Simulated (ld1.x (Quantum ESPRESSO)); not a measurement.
**boron: one change to a TM potential, before and after**

boron (B), norm-conserving Troullier–Martins (Kleinman–Bylander form), made with ld1.x (Quantum ESPRESSO) 7.5 (BLYP, scalar-relativistic). Core [He], reference 2s1 2p2. Waves: 2s (bound): rc 1.35 bohr; 2p (bound): rc 3.40 bohr; 3d channel at 0.35 Ry: rc 3.20 bohr. Local part: all-electron potential smoothed inside 1.15 bohr (lloc = -2). Core correction: a·sin(br)/r model core inside 1.30 bohr.

Change: reference 2s2 2p1.

Cutoffs: the cutoffs (Ry, on a coarse ladder) from which the occupation-weighted sum of valence levels, in a spherical-Bessel basis at the reference potential, stays within 10 and 1 mRy of its value at 400 Ry; they do not see the model core or the augmentation charge, which bear on the density cutoff. Errors are all-electron minus pseudo energies relative to the spin-unpolarised reference configuration.

What does the change do?

The potential gets harder (18 Ry and 45 Ry → 21 Ry and 55 Ry); neither file shows a bound ghost.

```csv
quantity,base,changed
"cutoff, loose",18 Ry,21 Ry
"cutoff, tight",45 Ry,55 Ry
bound ghosts,none,none
"largest error over its own tests, meV",+775,+440
s: phases at 3.70 bohr within 0.05 rad from the reference energy up to (Ry; the scan ends near 5),3.4,3.4
p: phases at 3.70 bohr within 0.05 rad from the reference energy up to (Ry; the scan ends near 5),0.5,0.5
d: phases at 3.70 bohr within 0.05 rad from the reference energy up to (Ry; the scan ends near 5),2.6,2.6
```
